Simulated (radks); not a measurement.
The numbers below are computed, except where a source is named.
Correlation energies from several functionals, in hartree. Species: Cs [Xe] 6s1; Ca2+ [Ar]. Level of theory: non-relativistic Kohn-Sham, PBE, spin-polarised, spherical densities, point nucleus (a radial shooting solver on a logarithmic mesh with Libxc functionals). Every spin shell is full or empty, so the densities are truly spherical. Functionals are evaluated on that one density, not self-consistently.

| functional | Cs | Ca2+ |
|---|---|---|
| PW92 | -5.2580 | -1.5128 |
| PZ | -5.2586 | -1.5100 |
| Wigner | -2.9019 | -0.94684 |
| Chachiyo | -5.1906 | -1.4869 |
| PBE | -2.9559 | -0.74050 |
| PBEsol | -3.3409 | -0.85854 |
| P86 | -3.3563 | -0.84273 |
| AM05 | -4.9044 | -1.3773 |
| OP (B88) | -2.6994 | -0.76809 |
| SCAN | -2.9526 | -0.72439 |
| r2SCAN | -2.9715 | -0.73168 |
| B95 | -3.6134 | -0.87940 |
